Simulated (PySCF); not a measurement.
**Computed properties of W(NH)(F)3(Cl) (ClF₃HNW), SMILES [NH]=[W]([F])([F])([F])[Cl], multiplicity 1**

W(NH)(F)3(Cl) (ClF3HNW), SMILES [F][W]([F])([Cl])(=[NH])[F], multiplicity 1. The structure is a stationary point at B3LYP-D3(BJ)/def2-SVP. The spin state was assumed, not searched. The structure was generated by enumeration; whether it is a known compound was not checked. The def2 effective core potentials stand for the cores of W; spin–orbit coupling is left out. The values are those of a single conformer. All values are computed for the isolated molecule unless a solvent is named; none is compared with measurement here.

**Structure.** The optimised structure has Cs symmetry. All 15 harmonic modes at B3LYP-D3(BJ)/def2-SVP (PySCF) are real, so it is a minimum. With heavy atoms numbered as in [W:1](=[NH:2])([F:4])([F:5])([F:6])[Cl:7], the shortest bond between them is W1–N2 at 1.714 Å and the longest W1–Cl7 at 2.314 Å.

**Vibrations.** The strongest infrared lines (harmonic, unscaled, degenerate partners summed) lie at 3652 cm⁻¹ (353 km/mol, H 92 %), 692 cm⁻¹ (200 km/mol, F 83 %, W 16 %), 549 cm⁻¹ (155 km/mol, H 80 %, N 19 %). The softest mode is at 99 cm⁻¹ and the zero-point energy is 14.0 kcal/mol.

**Electronic structure.** B3LYP/def2-TZVP (PySCF) places the frontier levels at -9.19 and -4.03 eV, a gap of 5.16 eV, and gives a dipole moment of 2.66 D and a mean polarisability of 59.5 bohr³. PBE/def2-TZVP (PySCF) at the same geometry gives -8.02 and -4.50 eV, so its gap is 1.64 eV narrower. An orbital gap is neither the optical nor the fundamental gap.

**Excitations.** TDDFT-ωB97X/def2-SVPD (PySCF) has S1 at 4.22 eV (294 nm, f = 0.001, dark); the most intense of the 10 singlets computed lies at 5.86 eV (f = 0.03). T1 (TDA) is at 4.09 eV. TDDFT-PBE/def2-SVPD (PySCF) puts S1 at 3.46 eV. No vertical singlet excitation falls in the visible range (under 3.1 eV).
